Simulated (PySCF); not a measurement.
CH₇AlO₃Si.

```xyz
13

Si    -1.6314     0.8517     0.5050
C     -3.0446    -0.3545     0.7616
O     -0.2646     0.0275     0.0693
Al     1.3393    -0.2676    -0.3745
O      1.8991    -1.8412    -0.6814
O      2.4161     1.0343    -0.5171
H     -1.3840     1.6088     1.7697
H     -1.9955     1.8287    -0.5660
H     -3.2546    -0.9174    -0.1622
H     -2.8048    -1.0788     1.5568
H     -3.9645     0.1797     1.0524
H      1.3552    -2.6314    -0.6231
H      3.3386     0.9279    -0.7656
```

The structure is a stationary point at B3LYP-D3(BJ)/def2-SVP. The structure was generated by enumeration; whether it is a known compound was not checked. The values are those of a single conformer.

Method: HF/pcSseg-1 (PySCF). Non-relativistic, no solvent.

Q: Give the absolute GIAO shielding of each atom: isotropic value and principal components (ppm). (An estimate is asked for; the answer gives what the named calculation found.)

A: 
| atom | σ(iso) | σ11 | σ22 | σ33 | span |
|---|---|---|---|---|---|
| Si1 | 418.0 | 373.1 | 418.0 | 462.9 | 89.8 |
| C2 | 189.5 | 178.3 | 191.8 | 198.6 | 20.3 |
| O3 | 327.4 | 307.6 | 314.9 | 359.5 | 51.9 |
| Al4 | 516.2 | 449.1 | 542.2 | 557.2 | 108.0 |
| O5 | 338.0 | 315.5 | 325.4 | 373.1 | 57.6 |
| O6 | 341.4 | 322.4 | 328.9 | 373.1 | 50.7 |
| H7 | 27.2 | 23.4 | 26.2 | 32.1 | 8.7 |
| H8 | 27.2 | 23.4 | 26.2 | 32.1 | 8.7 |
| H9 | 31.2 | 27.1 | 29.0 | 37.6 | 10.5 |
| H10 | 31.2 | 27.1 | 29.0 | 37.6 | 10.5 |
| H11 | 31.8 | 27.8 | 27.9 | 39.6 | 11.7 |
| H12 | 30.0 | 21.2 | 23.9 | 45.0 | 23.7 |
| H13 | 30.0 | 21.2 | 23.3 | 45.6 | 24.4 |
